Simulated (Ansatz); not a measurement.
Species: sum formula Si3N2H9, charge -1, multiplicity 1. It need not be the lowest isomer of its formula. Whether it binds its extra electron was not tested at this geometry. 
Geometry from a B3LYP-D3(BJ)/def2-TZVP (Ansatz, a quantum-chemistry and plane-wave program) optimisation:
```
Si
N 1 1.8342
H 2 1.0127 1 119.18
Si 2 1.6975 3 115.80 1 -167.42
H 4 1.4912 2 113.80 3 -132.69
H 4 1.4961 5 104.71 2 128.62
H 4 1.5009 5 106.30 6 110.81
N 1 1.8343 2 103.23 3 -58.70
H 8 1.0127 1 119.12 2 58.75
Si 8 1.6975 9 115.78 1 167.19
H 10 1.4910 8 113.74 9 133.22
H 10 1.4962 11 104.72 8 -128.63
H 10 1.5009 11 106.33 12 -110.79
H 1 1.5420 2 95.45 3 38.19
```
Charge -1, spin multiplicity 1.

Total electronic energies in hartree. Correlated levels leave the core frozen unless marked. Spin-orbit coupling is left out. No relativistic terms. CBS(X,Y): correlation extrapolated as X^-3; Hartree-Fock from the larger set. The bracket is a focal-point correction in the basis named.

```json
[
 {"level": "PBE-D4/def2-TZVPD", "program": "Ansatz + dftd4", "energy (Eh)": "-982.97800"},
 {"level": "BLYP/def2-TZVPD", "program": "Ansatz", "energy (Eh)": "-983.50303"},
 {"level": "revPBE/def2-TZVPD", "program": "Ansatz", "energy (Eh)": "-983.33598"},
 {"level": "PBE0/STO-3G", "program": "Ansatz", "energy (Eh)": "-971.27393"},
 {"level": "BHLYP/def2-TZVPD", "program": "Ansatz", "energy (Eh)": "-983.49685"},
 {"level": "LC-wPBE-D4/def2-TZVPD", "program": "Ansatz + dftd4", "energy (Eh)": "-983.23870"},
 {"level": "wB97X-V/def2-TZVPD", "program": "Ansatz", "energy (Eh)": "-983.39192"},
 {"level": "B2PLYP/def2-TZVPD", "program": "Ansatz", "energy (Eh)": "-983.10338"},
 {"level": "SCS-MP2/STO-3G", "program": "Ansatz", "energy (Eh)": "-969.62143"},
 {"level": "SCS-MP2/cc-pVTZ", "program": "Ansatz", "energy (Eh)": "-981.92332"},
 {"level": "SCS-MP2/cc-pwCVTZ", "program": "Ansatz", "energy (Eh)": "-981.94905"},
 {"level": "CCSD(T)/STO-3G", "program": "Ansatz", "energy (Eh)": "-969.66958"},
 {"level": "CCSD(T)/cc-pwCVTZ", "program": "Ansatz", "energy (Eh)": "-982.03117"},
 {"level": "CCSD(T) with core electrons (1s frozen past Ne)/cc-pwCVTZ", "program": "Ansatz", "energy (Eh)": "-982.90957"},
 {"level": "RI-MP2/CBS(aug-cc-pV(T+d)Z,aug-cc-pV(Q+d)Z)+[CCSD(T)-MP2]/aug-cc-pV(T+d)Z", "program": "Ansatz", "energy (Eh)": "-982.1453"}
]
```

Totals of different functionals don't rank their quality; only differences between species are comparable.
